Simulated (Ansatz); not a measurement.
Reaction (atomization): `FBB(F)F` → 2 B• + 3 F• + H•

Computed with Ansatz on PBE0-D4/def2-TZVP structures; ΔE is electronic, products minus reactants. CCSD(T)/CBS adds triple-zeta CCSD(T) − MP2 to the extrapolated MP2 energy (def2 sets, frozen cores). This one scheme is used for every species, atoms too. Functionals use def2-TZVPP. B3LYP here is the variant with VWN-RPA as its local correlation; programs differ in this. HSE06 is defined as in plane-wave codes. No spin–orbit coupling; open shells (•) take unrestricted orbitals. Spin–orbit coupling would lower the free atoms: a little for B, F. Each species was taken in one conformer, which may not be the lowest.

```tsv
level	ΔE (kJ/mol)	difference from CCSD(T)/CBS
LDA (SPW92)	3070.5	436.4
PBE-D4	2725.7	91.6
revPBE-D4	2632.8	-1.3
BLYP-D4	2663.4	29.3
r2SCAN-D4	2671.8	37.7
B97M-V	2658.4	24.3
PBE0-D4	2650.1	16.0
B3LYP-D4	2645.0	10.9
r2SCANh-D4	2644.4	10.3
r2SCAN0-D4	2605.3	-28.8
HSE06-D4	2652.6	18.5
BHLYP-D4	2548.9	-85.2
CAM-B3LYP-D4	2678.1	44.0
ωB97X-V	2647.3	13.2
ωB97M-V	2657.3	23.2
B2PLYP	2639.1	5.0
PBE-QIDH	2640.2	6.1
PBE	2718.2	84.1
revPBE	2607.5	-26.6
BLYP	2646.5	12.4
r2SCAN	2670.0	35.9
PBE0	2643.9	9.8
B3LYP	2633.0	-1.1
r2SCANh	2642.5	8.4
HSE06	2646.8	12.7
BHLYP	2540.3	-93.8
CAM-B3LYP	2671.9	37.8
LC-ωPBE	2672.6	38.5
HF/def2-SVP	2088.6	-545.5
CCSD/def2-SVP	2517.4	-116.7
CCSD(T)/def2-SVP	2541.2	-92.9
HF/def2-TZVPP	2057.3	-576.8
MP2/def2-TZVPP	2701.5	67.4
SCS-MP2/def2-TZVPP	2633.9	-0.2
CCSD/def2-TZVPP	2535.5	-98.6
HF/def2-QZVPP	2061.7	-572.4
MP2/def2-QZVPP	2736.4	102.3
SCS-MP2/def2-QZVPP	2670.9	36.8
MP2/CBS(def2)	2759.7	125.6
CCSD/CBS(def2)	2593.7	-40.4
CCSD(T)/CBS	2634.1	0
```

Largest T1 diagnostic among the species: 0.014.

At CCSD(T), def2-SVP lies −92.9 kJ/mol from the extrapolated value and def2-TZVPP −58.2 kJ/mol: correlation converges slowly with the basis, and small sets miss more of it in the bonded molecule than in its fragments. From BLYP to BHLYP (50 % exact exchange), in def2-TZVPP and without D4, ΔE moves by −106.1 kJ/mol: exact exchange takes away binding that semilocal exchange gives to molecules. The D4 term adds +12.1 kJ/mol with B3LYP and +6.2 kJ/mol with PBE0; it sums over pairs of atoms, weighted by their polarisabilities, and B3LYP, whose exchange is more repulsive, gets the larger term.

For atomizations the MP2-based limit and the directly extrapolated one differ by several kJ/mol either way, and by 10 to 25 for some Ge, Se and Sn compounds, so smaller differences from it don't rank the levels.
